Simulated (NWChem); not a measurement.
System: CH$_{5}$FGe; SMILES [CH3][GeH2][F]

Results from NWChem. Pople sets run with spherical d functions. All runs use the structure optimised with PBE-D3(BJ)/def2-SVP. Total energies compare along this basis series because the functional is fixed.

| level | basis functions | energy (Ha) | highest occupied level (eV) | orbital gap (eV) | dipole (D) |
|---|---|---|---|---|---|
| PBE0/STO-3G | 33 | -2191.7555 | -4.41 | 10.97 | 1.03 |
| PBE0/3-21G | 50 | -2206.7770 | -8.62 | 9.63 | 2.34 |
| PBE0/6-31G* | 70 | -2217.2878 | -8.84 | 9.35 | 2.48 |
| PBE0/6-311G** | 110 | -2217.5822 | -9.04 | 9.27 | 2.61 |
